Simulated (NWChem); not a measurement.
The numbers come from NWChem runs, not from measurements. System: HOSi, charge 0, spin multiplicity 2, at a geometry optimised with UPBE/def2-SVP. The structure started from a generated list of species. Its SCF solution wasn't tested for a lower state. Level: ROCCSD(T)/def2-TZVP, 6 core orbitals frozen.

Job file:

```
start mol
memory heap 100 mb stack 700 mb global 1900 mb
geometry units angstroms nocenter noautoz
  O      0.495202     0.928536     0.000000
  Si    -0.317589    -0.406429     0.000000
  H      0.484626    -1.738289     0.000000
  symmetry group Cs
end
basis spherical
  * library def2-tzvp
end
scf
  rohf
  nopen 1
  maxiter 100
  thresh 1e-7
  semidirect memsize 60000000 filesize 0
  # guess.movecs holds the orbitals of an unrestricted PBE0 run
  vectors input guess.movecs output mol.movecs
end
tce
  freeze core 6
  ccsd(t)
  2eorb
  2emet 13
  thresh 1e-6
  maxiter 100
  tilesize 24
end
task tce energy
```

Output (cleaned and shortened):

```
             Northwest Computational Chemistry Package (NWChem) 7.3.0
             --------------------------------------------------------

                                NWChem Input Module
                                -------------------

 Scaling coordinates for geometry "geometry" by  1.889725989
 (inverse scale =  0.529177249)

 Turning off AUTOSYM since
 SYMMETRY directive was detected!

                             Geometry "geometry" -> ""
                             -------------------------

 Output coordinates in angstroms (scale by  1.889725989 to convert to a.u.)

  No.       Tag          Charge          X              Y              Z
 ---- ---------------- ---------- -------------- -------------- --------------
    1 O                    8.0000     0.49520200     0.92853600     0.00000000
    2 Si                  14.0000    -0.31758900    -0.40642900     0.00000000
    3 H                    1.0000     0.48462600    -1.73828900     0.00000000

 Effective nuclear repulsion energy (a.u.)      44.2732449273

            Nuclear Dipole moment (a.u.)
            ----------------------------
        X                 Y               Z
 ---------------- ---------------- ----------------
    -0.0000075589    -0.0000132281     0.0000000000

      Symmetry information
      --------------------

 Group name             Cs
 Group number              2
 Group order               2
 No. of unique centers     3

      Symmetry unique atoms

     1    2    3


 Summary of "ao basis" -> "" (spherical)
 ------------------------------------------------------------------------------
       Tag                 Description            Shells   Functions and Types
 ---------------- ------------------------------  ------  ---------------------
 *                         def2-tzvp                  on all atoms

 Summary of "ao basis" -> "ao basis" (spherical)
 ------------------------------------------------------------------------------
       Tag                 Description            Shells   Functions and Types
 ---------------- ------------------------------  ------  ---------------------
[...]
          Available GA space size is     249025848 doubles
          Available MA space size is     104850348 doubles

 Maximum block size supplied by input
 Maximum block size        24 doubles

 tile_dim =     21

 -------------------------------------------------
   1    alpha     a'     4 doubles       0       1
   2    alpha     a'     1 doubles       4       2
   3    alpha     a"     1 doubles       5       3
   4    beta      a'     4 doubles       6       4
   5    beta      a"     1 doubles      10       5
   6    alpha     a'    20 doubles      11       6
   7    alpha     a'    21 doubles      31       7
   8    alpha     a"    21 doubles      52       8
   9    beta      a'     1 doubles      73       9
  10    beta      a'    20 doubles      74      10
  11    beta      a'    21 doubles      94      11
  12    beta      a"    21 doubles     115      12

 Global array virtual files algorithm will be used

 Parallel file system coherency ......... OK

 4-electron integrals stored in orbital form

 v2    file size   =          2973127
 4-index algorithm nr.  13 is used
 imaxsize =       30
 imaxsize ichop =        0


CCSD iterations
 ---------------------------------------------------------
 Iter          Residuum       Correlation     Cpu    Wall
 ---------------------------------------------------------
    1   0.1976457543878  -0.3469107447796     0.5     0.5
    2   0.0491295734925  -0.3364730288365     0.5     0.5
    3   0.0242370833953  -0.3486191529842     0.5     0.5
    4   0.0120693497060  -0.3476145982430     0.4     0.4
    5   0.0124811523877  -0.3494658520483     0.4     0.4
    6   0.0053444237945  -0.3496530528700     0.5     0.5
    7   0.0033873391897  -0.3498859063606     0.5     0.5
    8   0.0026498308221  -0.3497431351121     0.5     0.5
    9   0.0015998193713  -0.3499404166212     0.4     0.4
   10   0.0017625127078  -0.3498698357729     0.4     0.4
   11   0.0004011659181  -0.3500437822865     0.4     0.4
   12   0.0002245161562  -0.3500403875125     0.4     0.4
   13   0.0001576589463  -0.3500409285044     0.4     0.4
   14   0.0001036116779  -0.3500397366045     0.3     0.3
   15   0.0000875298680  -0.3500406898121     0.4     0.4
   16   0.0000370630089  -0.3500402415711     0.4     0.4
   17   0.0000195462797  -0.3500392958996     0.4     0.4
   18   0.0000185966478  -0.3500400555883     0.4     0.4
   19   0.0000103261418  -0.3500405531361     0.4     0.4
   20   0.0000135070272  -0.3500406500542     0.4     0.4
   21   0.0000033701927  -0.3500416707613     0.4     0.4
   22   0.0000022602306  -0.3500415368449     0.4     0.4
   23   0.0000014228701  -0.3500415106087     0.4     0.4
   24   0.0000012794248  -0.3500415245315     0.4     0.4
   25   0.0000008368042  -0.3500414903816     0.4     0.4
 -----------------------------------------------------------------
 Iterations converged
 CCSD correlation energy / hartree =        -0.350041490381631
 CCSD total energy / hartree       =      -364.711241668068169

 Singles contributions
    12a'  (beta ) ---    10a'  (beta )       -0.1458091754

 Doubles contributions
 CCSD(T)
 Using plain CCSD(T) code
             total no. of tasks          373
 total no. of tasks / no. procs          373
                         wl_min            4           1.3
                         wl_max       592704           9.2
        thresh for no. of tasks          373

 CCSD[T]  correction energy / hartree =        -0.022139315962390
 CCSD[T] correlation energy / hartree =        -0.372180806344020
 CCSD[T] total energy / hartree       =      -364.733380984030532
 CCSD(T)  correction energy / hartree =        -0.018815040086559
 CCSD(T) correlation energy / hartree =        -0.368856530468189
 CCSD(T) total energy / hartree       =      -364.730056708154734

 Task  times  cpu:       24.1s     wall:       24.1s

 Total times  cpu:       24.1s     wall:       24.1s
```
